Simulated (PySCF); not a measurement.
**Diatomics of B with the chalcogens**

PBE0 with triple-zeta basis sets in PySCF, for the lowest determinant that a PBE0 search found; no spin–orbit coupling. De refers to high-spin ground-configuration atoms. A positive dipole means M(−)B(+).

```tsv
M	basis	state (unpaired electrons)	Re (Å)	ωe (cm⁻¹)	De (eV)	μ (D)
O	x2c-TZVPPall	doublet (σ ↑)	1.200	1934	8.44	2.36
S	x2c-TZVPPall	doublet (σ ↑)	1.607	1205	5.98	0.83
Se	def2-TZVPP	doublet (σ ↑)	1.741	994	5.11	0.52
Te	def2-TZVPP	doublet (σ ↑)	1.949	827	4.06	-0.14
```

The shortest bond is that of BO (1.200 Å), the longest that of BTe (1.949 Å). BO is bound most strongly (8.44 eV) and BTe least (4.06 eV).

The rows differ in basis set, which adds steps of its own.

Relativity is treated differently too: O spin-free X2C; S spin-free X2C; Se no relativity; Te scalar-relativistic core potentials.

Down a group bonds as a rule get longer and wavenumbers fall, partly through the reduced mass; this series shows no clear exception.

Spin–orbit coupling is left out, which matters for elements this heavy, above all for dissociation energies. States were picked by a PBE0 search and need not be the measured ground states.
